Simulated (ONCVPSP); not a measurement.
Varying the ONCV potential for osmium

Base potential:

Os, optimised norm-conserving Vanderbilt (ONCV), made with ONCVPSP 4.0.1 (PBE, scalar-relativistic). Core [Kr] 4d10, reference 4f14 5s2 5p6 5d6 6s0.5 (charge +1.5). Waves: 5s+6s: rc 1.90 bohr, ncon 4, nbas 7, qcut 7.7 1/bohr, 2 projectors; 5p: rc 1.90 bohr, ncon 3, nbas 7, qcut 7 1/bohr, 2 projectors, debl 2.2 Ha; 5d: rc 2.00 bohr, ncon 4, nbas 8, qcut 7.4 1/bohr, 2 projectors, debl 2.1 Ha; 4f: rc 0.75 bohr, ncon 3, nbas 7, qcut 25.8 1/bohr, 3 projectors, debl 1.7 Ha. Local part: polynomial inside 0.60 bohr (lpopt 3, dvloc0 0 Ha). Core correction: Teter function, fcfact 1.75, rcfact 1.3.

In the p channel the program set the typed energies aside and used -2.328, 0.250 Ha. In the f channel the program set the typed energies aside and used -2.368, 0.250, 1.950 Ha.

Cutoffs, loose and tight: the cutoffs (Ha) at which the residual kinetic energy of the hardest occupied pseudo-wave falls to 1 and 0.1 mHa per electron. They do not see the model core or the augmentation charge, which bear on the density cutoff. Test errors are all-electron minus pseudo excitation energies from the reference, over the configurations 4f14 5s2 5p6 5d6 6s2; 4f14 5s2 5p6 5d6 6s1; 4f14 5s2 5p6 5d6 6s0; 4f14 5s2 5p6 5d7 6s0. A dash means not determined; rows that change the core or the reference have their own tests.

A true bound ghost makes a file unfit for plane-wave use even where its test errors are small: the radial tests pick states by their node count and pass the ghost by.

```tsv
change	outcome	cutoff, loose	cutoff, tight	bound ghosts	GHOST(+) flags above zero	largest test error (meV)
base	generated, projector energies reset by the program	261 Ha	286 Ha	s, p	d	-4.8
all radii but the core radius scaled by about 0.77 (s 1.46, p 1.46, d 1.54, f 0.58 bohr); local potential polynomial inside 0.46 bohr (lpopt 3, dvloc0 0 Ha)	generated, projector energies reset by the program	307 Ha	422 Ha	s, p, d	s, f	+4.8
all radii but the core radius scaled by about 0.88 (s 1.68, p 1.68, d 1.76, f 0.66 bohr); local potential polynomial inside 0.52 bohr (lpopt 3, dvloc0 0 Ha)	generated, projector energies reset by the program	282 Ha	306 Ha	s, p	d	-3.8
all radii but the core radius scaled by about 1.12 (s 2.12, p 2.12, d 2.24, f 0.84 bohr); local potential polynomial inside 0.68 bohr (lpopt 3, dvloc0 0 Ha)	generated, projector energies reset by the program	236 Ha	261 Ha	s	p	-3.9
all radii but the core radius scaled by about 1.28 (s 2.44, p 2.44, d 2.56, f 0.96 bohr); local potential polynomial inside 0.76 bohr (lpopt 3, dvloc0 0 Ha)	generated, projector energies reset by the program	192 Ha	212 Ha	s, d	p	-4.6
```

(1) What comes out with this change to the base: all radii but the core radius scaled by about 1.19 (s 2.26, p 2.26, d 2.38, f 0.90 bohr); local potential polynomial inside 0.72 bohr (lpopt 3, dvloc0 0 Ha)?

Answers

(1) outcome: generated, projector energies reset by the program; cutoff, loose: 210 Ha; cutoff, tight: 233 Ha; bound ghosts: s; GHOST(+) flags above zero: p, d; largest test error (meV): -4.2.

Reading the sweep of the scale of all radii but the core radius (base = 1) (base included, trends over the rows without a ghost): Bound ghosts are found at 0.77, 0.88, 1, 1.12, 1.19, 1.28. Every judged row has one, so this setting neither creates nor removes them.
